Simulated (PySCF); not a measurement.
Al(H)(Et)(vinyl) (C4H9Al), SMILES [AlH]([CH2]C)[CH]=C. The structure is a stationary point at B3LYP-D3(BJ)/def2-SVP. The structure was generated by enumeration; whether it is a known compound was not checked. Other conformers were not sampled.

Computed equilibrium geometry at B3LYP-D3(BJ)/def2-SVP (PySCF confirms it by a frequency run) as bond lengths and angles (one conformer of several):
Atoms: Al1 H2 C3 C4 H5 H6 H7 H8 H9 C10 C11 H12 H13 H14. Bonded distances (Å): Al1–H2 1.591, Al1–C3 1.973, Al1–C10 1.953, C3–C4 1.543, C3–H5 1.105, C3–H6 1.107, C4–H7 1.103, C4–H8 1.104, C4–H9 1.104, C10–C11 1.347, C10–H12 1.100, C11–H13 1.099, C11–H14 1.098. Bond angles (°): H2–Al1–C3 122.1, H2–Al1–C10 119.6, C3–Al1–C10 118.2, Al1–C3–C4 114.7, Al1–C3–H5 109.5, Al1–C3–H6 108.0, C4–C3–H5 109.8, C4–C3–H6 109.1, H5–C3–H6 105.4, C3–C4–H7 111.9, C3–C4–H8 111.9, C3–C4–H9 112.2, H7–C4–H8 106.8, H7–C4–H9 107.0, H8–C4–H9 106.7, Al1–C10–C11 121.5, Al1–C10–H12 122.4, C11–C10–H12 116.1, C10–C11–H13 123.1, C10–C11–H14 121.9, H13–C11–H14 115.0.
